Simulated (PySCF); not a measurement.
Method: PySCF with M06-2X/def2-TZVP. Gas-phase values, no solvent. 

Reference species (SMILES): `B` (neutral, multiplicity 1).

```yaml
LUMO: -1.00 eV
HOMO: -11.26 eV
```

Changed species: `BC#C` (X = ethynyl; the reference has X = H).

Question: What does the change do to the LUMO and HOMO?

Answer: the LUMO falls by 0.44 eV, to -1.44 eV; the HOMO rises by 1.94 eV, to -9.32 eV.
